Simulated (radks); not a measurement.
Values are calculated unless marked as measured or tabulated.
Ionisation of the iron ion Fe2+, [Ar] 3d6, to Fe3+, [Ar] 3d5, under several functionals. Dirac Kohn-Sham, spin-unpolarised, spherical densities, point nucleus; open shells are shared between the two j in proportion to 2j + 1; a radial shooting solver on a logarithmic mesh with Libxc functionals.

\begin{tabular}{lrrrrrr}
functional & E(Fe2+) (hartree) & Exc (hartree) & IE (eV) & -e(HOMO) (eV) & <r> HOMO (bohr) & IE error (eV) \\ \hline
B86b exchange with PBE correlation & -1271.85615 & -55.50171 & 34.253 & 25.682 & 1.082 & +3.602 \\
BP86 & -1271.98616 & -55.63585 & 34.287 & 25.734 & 1.080 & +3.636 \\
XLYP & -1272.11202 & -55.74970 & 34.275 & 25.723 & 1.088 & +3.624 \\
LDA (Slater exchange, VWN5 correlation) & -1269.28928 & -52.87959 & 34.540 & 25.976 & 1.082 & +3.889 \\
exchange-only LDA & -1267.15482 & -50.69660 & 32.901 & 24.430 & 1.091 & +2.250 \\
PBEsol & -1270.37463 & -53.99121 & 34.187 & 25.621 & 1.081 & +3.536 \\
OLYP & -1272.09686 & -55.79645 & 34.309 & 25.664 & 1.077 & +3.658 \\
HCTH/407 & -1272.30841 & -56.04630 & 34.760 & 26.089 & 1.071 & +4.109 \\
PBE & -1271.55928 & -55.19811 & 34.222 & 25.653 & 1.083 & +3.571 \\
\end{tabular}

NIST Atomic Spectra Database: 30.65 eV (measured). Closest: exchange-only LDA. The Delta-SCF values span 1.86 eV, the total energies 5.15 hartree. The highest occupied level is 3d5/2. Spin polarisation and multiplet splitting are left out, so open shells lie too high by an amount that depends on their filling.

Beside tabulated values, note that spin-unpolarised runs miss the spin-polarisation part of the exchange energy of open shells.
